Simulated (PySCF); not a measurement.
Level of theory: PBE-D3(BJ)/def2-TZVP // BP86-D3(BJ)/def2-SVP (PySCF 2.14.0). Isolated molecules, 0 K electronic values unless said otherwise. One relaxed conformer stands for a flexible species; it need not be the lowest. 

Reference species: [Hf(F)4] (neutral, multiplicity 1).

```
Item                                                             Result
------------------------------------------------------------  ---------
HOMO                                                          -10.09 eV
mean distance from the central atom to its bonded neighbours    1.915 Å
```

Changed species: [Hf(F)2(OH)2] (2 of 4 F replaced by OH; the reference has 0 of 4 F replaced by OH).

Task: What does the change do to the HOMO and mean distance from the central atom to its bonded neighbours?

Result: the HOMO goes up by 2.30 eV, to -7.79 eV; the mean distance from the central atom to its bonded neighbours rises by 0.014 Å, to 1.929 Å.
